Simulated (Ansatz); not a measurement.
Ansatz (an electronic-structure program) input (B3LYP-D3(BJ)/def2-TZVP):

Ansatz 0.2 input:
```yaml
crystal:
  periodic: [false, false, false]
  atoms:
    - {symbol: C, position_ang: [-1.65624099, 0.25635094, 0.23829498]}
    - {symbol: C, position_ang: [-1.20877389, -1.16841081, -0.19828363]}
    - {symbol: C, position_ang: [0.29731063, -1.05636277, -0.49575805]}
    - {symbol: C, position_ang: [0.76405910, 0.13537182, 0.34133307]}
    - {symbol: C, position_ang: [-0.38829277, 1.12663905, 0.17316214]}
    - {symbol: N, position_ang: [2.03897338, 0.67755058, -0.12134043]}
    - {symbol: H, position_ang: [-2.05448280, 0.23281522, 1.25398859]}
    - {symbol: H, position_ang: [-2.44727127, 0.65223509, -0.39866142]}
    - {symbol: H, position_ang: [-1.38960236, -1.88420346, 0.60528710]}
    - {symbol: H, position_ang: [-1.76323291, -1.52578354, -1.06605464]}
    - {symbol: H, position_ang: [0.47139800, -0.81412684, -1.54746048]}
    - {symbol: H, position_ang: [0.84420066, -1.97485368, -0.27328702]}
    - {symbol: H, position_ang: [0.79618967, -0.17835412, 1.39810062]}
    - {symbol: H, position_ang: [-0.37975170, 1.92228310, 0.92088214]}
    - {symbol: H, position_ang: [-0.28515642, 1.59478723, -0.80931578]}
    - {symbol: H, position_ang: [2.30913092, 1.48089444, 0.43513974]}
    - {symbol: H, position_ang: [2.77739211, -0.01007691, -0.02172696]}
basis:
  gaussian:
    orbitals: def2-TZVP
hamiltonian:
  xc: b3lyp
  dispersion: d3bj
phonons: {temperatures: {t_min: 298.15, t_max: 298.15, t_step: 100}}
```

Output:

```
Functional definition: B3LYP
integrals: 0.20 GiB planned
1539 factors; their error is unknown
0.37 GiB of the device are held for the grids
1.51 GiB of device memory are held for the factors and their scratch space
mean field: 1.55 GiB planned
mean field evaluation 1: about -6840.7461 eV, gradient 8.6e1 eV
mean field evaluation 2: about -6819.5079 eV, gradient 1.3e2 eV
mean field evaluation 4: about -6857.3316 eV, gradient 4.9e0 eV
mean field evaluation 8: about -6857.3850 eV, gradient 8.8e-2 eV
mean field evaluation 16: about -6857.3364 eV, gradient 6.1e-4 eV
mean field -6857.33638120 eV, -252.0024639395 hartree, gradient 2.0e-5 eV, S^2 0.000000; 0 other end points of the search recorded, 0 dependent functions left out
the calculation of the forces begins
reference -6857.33668120 eV, -252.0024749645 hartree; 24, 24 occupied and 228, 228 virtual orbitals, 1539 factors
these checks for a lower state are left out or cut short: stability, starts, cluster_reference, orbital_swaps, neighbouring_geometries, increment
integrals: 0.20 GiB planned
1539 factors; their error is unknown
0.37 GiB of the device are held for the grids
1.51 GiB of device memory are held for the factors and their scratch space
mean field: 1.55 GiB planned
mean field -6857.33616085 eV, -252.0024558418 hartree, gradient 3.3e-6 eV, S^2 0.000000; 0 other end points of the search recorded, 0 dependent functions left out
the calculation of the forces begins
reference -6857.33646093 eV, -252.0024668696 hartree; 24, 24 occupied and 228, 228 virtual orbitals, 1539 factors
these checks for a lower state are left out or cut short: stability, starts, cluster_reference, orbital_swaps, neighbouring_geometries, increment
integrals: 0.20 GiB planned
1539 factors; their error is unknown
0.37 GiB of the device are held for the grids
1.51 GiB of device memory are held for the factors and their scratch space
mean field: 1.55 GiB planned
mean field evaluation 32: about -6857.3363 eV, gradient 1.2e-2 eV
mean field -6857.33627517 eV, -252.0024600430 hartree, gradient 3.3e-6 eV, S^2 0.000000; 0 other end points of the search recorded, 0 dependent functions left out
the calculation of the forces begins
reference -6857.33657510 eV, -252.0024710653 hartree; 24, 24 occupied and 228, 228 virtual orbitals, 1539 factors
these checks for a lower state are left out or cut short: stability, starts, cluster_reference, orbital_swaps, neighbouring_geometries, increment
integrals: 0.20 GiB planned
1539 factors; their error is unknown
0.37 GiB of the device are held for the grids
1.51 GiB of device memory are held for the factors and their scratch space
mean field: 1.56 GiB planned
mean field -6857.33627202 eV, -252.0024599273 hartree, gradient 3.3e-6 eV, S^2 0.000000; 0 other end points of the search recorded, 0 dependent functions left out
the calculation of the forces begins
reference -6857.33657200 eV, -252.0024709515 hartree; 24, 24 occupied and 228, 228 virtual orbitals, 1539 factors
these checks for a lower state are left out or cut short: stability, starts, cluster_reference, orbital_swaps, neighbouring_geometries, increment
integrals: 0.20 GiB planned
1539 factors; their error is unknown
0.37 GiB of the device are held for the grids
1.51 GiB of device memory are held for the factors and their scratch space
mean field: 1.55 GiB planned
mean field -6857.33624500 eV, -252.0024589345 hartree, gradient 3.3e-6 eV, S^2 0.000000; 0 other end points of the search recorded, 0 dependent functions left out
[...]
reference -6857.33667032 eV, -252.0024745645 hartree; 24, 24 occupied and 228, 228 virtual orbitals, 1539 factors
these checks for a lower state are left out or cut short: stability, starts, cluster_reference, orbital_swaps, neighbouring_geometries, increment
integrals: 0.20 GiB planned
1539 factors; their error is unknown
0.37 GiB of the device are held for the grids
1.51 GiB of device memory are held for the factors and their scratch space
mean field: 1.55 GiB planned
mean field -6857.33638620 eV, -252.0024641235 hartree, gradient 3.3e-6 eV, S^2 0.000000; 0 other end points of the search recorded, 0 dependent functions left out
the calculation of the forces begins
reference -6857.33668621 eV, -252.0024751486 hartree; 24, 24 occupied and 228, 228 virtual orbitals, 1539 factors
these checks for a lower state are left out or cut short: stability, starts, cluster_reference, orbital_swaps, neighbouring_geometries, increment
integrals: 0.20 GiB planned
1539 factors; their error is unknown
0.37 GiB of the device are held for the grids
1.51 GiB of device memory are held for the factors and their scratch space
mean field: 1.55 GiB planned
mean field -6857.33633893 eV, -252.0024623860 hartree, gradient 3.3e-6 eV, S^2 0.000000; 0 other end points of the search recorded, 0 dependent functions left out
the calculation of the forces begins
reference -6857.33663893 eV, -252.0024734110 hartree; 24, 24 occupied and 228, 228 virtual orbitals, 1539 factors
these checks for a lower state are left out or cut short: stability, starts, cluster_reference, orbital_swaps, neighbouring_geometries, increment
integrals: 0.20 GiB planned
1539 factors; their error is unknown
0.37 GiB of the device are held for the grids
1.51 GiB of device memory are held for the factors and their scratch space
mean field: 1.55 GiB planned
mean field evaluation 352: about -6857.3364 eV, gradient 6.9e-4 eV
mean field -6857.33635230 eV, -252.0024628774 hartree, gradient 3.3e-6 eV, S^2 0.000000; 0 other end points of the search recorded, 0 dependent functions left out
the calculation of the forces begins
reference -6857.33665232 eV, -252.0024739031 hartree; 24, 24 occupied and 228, 228 virtual orbitals, 1539 factors
these checks for a lower state are left out or cut short: stability, starts, cluster_reference, orbital_swaps, neighbouring_geometries, increment
integrals: 0.20 GiB planned
1539 factors; their error is unknown
0.37 GiB of the device are held for the grids
1.51 GiB of device memory are held for the factors and their scratch space
mean field: 1.55 GiB planned
mean field -6857.33630163 eV, -252.0024610156 hartree, gradient 3.3e-6 eV, S^2 0.000000; 0 other end points of the search recorded, 0 dependent functions left out
the calculation of the forces begins
reference -6857.33660162 eV, -252.0024720399 hartree; 24, 24 occupied and 228, 228 virtual orbitals, 1539 factors
these checks for a lower state are left out or cut short: stability, starts, cluster_reference, orbital_swaps, neighbouring_geometries, increment
integrals: 0.20 GiB planned
1539 factors; their error is unknown
0.37 GiB of the device are held for the grids
1.51 GiB of device memory are held for the factors and their scratch space
mean field: 1.55 GiB planned
mean field -6857.33639146 eV, -252.0024643165 hartree, gradient 3.3e-6 eV, S^2 0.000000; 0 other end points of the search recorded, 0 dependent functions left out
the calculation of the forces begins
reference -6857.33669147 eV, -252.0024753419 hartree; 24, 24 occupied and 228, 228 virtual orbitals, 1539 factors
these checks for a lower state are left out or cut short: stability, starts, cluster_reference, orbital_swaps, neighbouring_geometries, increment
integrals: 0.20 GiB planned
1539 factors; their error is unknown
0.37 GiB of the device are held for the grids
1.51 GiB of device memory are held for the factors and their scratch space
mean field: 1.55 GiB planned
mean field -6857.33631683 eV, -252.0024615741 hartree, gradient 3.3e-6 eV, S^2 0.000000; 0 other end points of the search recorded, 0 dependent functions left out
the calculation of the forces begins
reference -6857.33661683 eV, -252.0024725987 hartree; 24, 24 occupied and 228, 228 virtual orbitals, 1539 factors
these checks for a lower state are left out or cut short: stability, starts, cluster_reference, orbital_swaps, neighbouring_geometries, increment
integrals: 0.20 GiB planned
1539 factors; their error is unknown
0.37 GiB of the device are held for the grids
1.51 GiB of device memory are held for the factors and their scratch space
mean field: 1.55 GiB planned
mean field -6857.33630896 eV, -252.0024612849 hartree, gradient 3.3e-6 eV, S^2 0.000000; 0 other end points of the search recorded, 0 dependent functions left out
the calculation of the forces begins
reference -6857.33660897 eV, -252.0024723101 hartree; 24, 24 occupied and 228, 228 virtual orbitals, 1539 factors
these checks for a lower state are left out or cut short: stability, starts, cluster_reference, orbital_swaps, neighbouring_geometries, increment
integrals: 0.20 GiB planned
1539 factors; their error is unknown
0.37 GiB of the device are held for the grids
1.51 GiB of device memory are held for the factors and their scratch space
mean field: 1.55 GiB planned
mean field evaluation 384: about -6857.3816 eV, gradient 7.9e-1 eV
mean field -6857.33627166 eV, -252.0024599140 hartree, gradient 3.3e-6 eV, S^2 0.000000; 0 other end points of the search recorded, 0 dependent functions left out
the calculation of the forces begins
reference -6857.33657166 eV, -252.0024709389 hartree; 24, 24 occupied and 228, 228 virtual orbitals, 1539 factors
these checks for a lower state are left out or cut short: stability, starts, cluster_reference, orbital_swaps, neighbouring_geometries, increment
integrals: 0.20 GiB planned
1539 factors; their error is unknown
0.37 GiB of the device are held for the grids
1.51 GiB of device memory are held for the factors and their scratch space
mean field: 1.55 GiB planned
mean field -6857.33634538 eV, -252.0024626233 hartree, gradient 3.3e-6 eV, S^2 0.000000; 0 other end points of the search recorded, 0 dependent functions left out
the calculation of the forces begins
reference -6857.33664537 eV, -252.0024736478 hartree; 24, 24 occupied and 228, 228 virtual orbitals, 1539 factors
these checks for a lower state are left out or cut short: stability, starts, cluster_reference, orbital_swaps, neighbouring_geometries, increment
integrals: 0.20 GiB planned
1539 factors; their error is unknown
0.37 GiB of the device are held for the grids
1.51 GiB of device memory are held for the factors and their scratch space
mean field: 1.55 GiB planned
mean field -6857.33633274 eV, -252.0024621585 hartree, gradient 3.3e-6 eV, S^2 0.000000; 0 other end points of the search recorded, 0 dependent functions left out
the calculation of the forces begins
reference -6857.33663276 eV, -252.0024731841 hartree; 24, 24 occupied and 228, 228 virtual orbitals, 1539 factors
Total energy: -6857.97821659 eV, -252.0260509551 hartree
Atom 0 at    -1.656241     0.256351     0.238295 Å, force     0.000492    -0.000064    -0.000002 eV/Å
Atom 1 at    -1.208774    -1.168411    -0.198284 Å, force     0.000377     0.000303     0.000110 eV/Å
Atom 2 at     0.297311    -1.056363    -0.495758 Å, force     0.000141     0.000345     0.000123 eV/Å
Atom 3 at     0.764059     0.135372     0.341333 Å, force    -0.000853    -0.000129    -0.000452 eV/Å
Atom 4 at    -0.388293     1.126639     0.173162 Å, force     0.000319    -0.000223    -0.000051 eV/Å
Atom 5 at     2.038973     0.677551    -0.121340 Å, force     0.000499     0.000240    -0.000270 eV/Å
Atom 6 at    -2.054483     0.232815     1.253989 Å, force    -0.000002     0.000102    -0.000010 eV/Å
Atom 7 at    -2.447271     0.652235    -0.398661 Å, force    -0.000281    -0.000026     0.000100 eV/Å
Atom 8 at    -1.389602    -1.884203     0.605287 Å, force     0.000051    -0.000065    -0.000061 eV/Å
Atom 9 at    -1.763233    -1.525784    -1.066055 Å, force    -0.000232    -0.000182     0.000052 eV/Å
Atom 10 at     0.471398    -0.814127    -1.547460 Å, force     0.000043     0.000042    -0.000063 eV/Å
Atom 11 at     0.844201    -1.974854    -0.273287 Å, force    -0.000053     0.000002    -0.000049 eV/Å
Atom 12 at     0.796190    -0.178354     1.398101 Å, force    -0.000196    -0.000225     0.000534 eV/Å
Atom 13 at    -0.379752     1.922283     0.920882 Å, force    -0.000051    -0.000004    -0.000051 eV/Å
Atom 14 at    -0.285156     1.594787    -0.809316 Å, force     0.000048     0.000027    -0.000068 eV/Å
Atom 15 at     2.309131     1.480894     0.435140 Å, force    -0.000088    -0.000274     0.000017 eV/Å
Atom 16 at     2.777392    -0.010077    -0.021727 Å, force    -0.000215     0.000131     0.000141 eV/Å
Dipole moment:     0.050986    -0.058966     0.244693 e Å
Vibrations: 36.77 181.20 226.78 355.81 464.43 540.57 637.45 763.31 822.52 845.14 881.68 901.52 945.84 986.62 987.23 1035.80 1046.89 1115.37 1201.37 1202.01 1225.26 1242.35 1282.69 1308.40 1313.35 1336.90 1337.04 1393.55 1404.26 1490.35 1499.35 1501.80 1523.41 1657.74 2914.73 3032.51 3037.38 3042.73 3055.95 3067.72 3076.78 3081.69 3100.29 3478.65 3552.19 cm⁻¹, zero-point energy 4.285848 eV
```
